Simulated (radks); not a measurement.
The numbers below are computed, except where a source is named.
Code: a radial shooting solver on a logarithmic mesh with Libxc functionals. Model: scalar-relativistic Kohn-Sham, LDA (Slater exchange, Perdew-Wang correlation), spin-unpolarised, spherical densities, finite nucleus; Fermi nuclear charge, rms radius of each element as measured or else 0.836 A^(1/3) + 0.57 fm. Response by self-consistent Sternheimer equations with the Hartree and adiabatic LDA kernel, the relativistic mass of each level held fixed and spin-orbit coupling left out. For heavy and open-shell atoms this level of theory can miss by tens of per cent. Rank Tl+, Lu, Ti, Pr2+, Fe (NIST ground configurations) by static dipole polarisability, largest first.

Answer. Lu 138.8, Ti 93.53, Fe 53.80, Tl+ 19.33, Pr2+ 17.71 bohr^3.
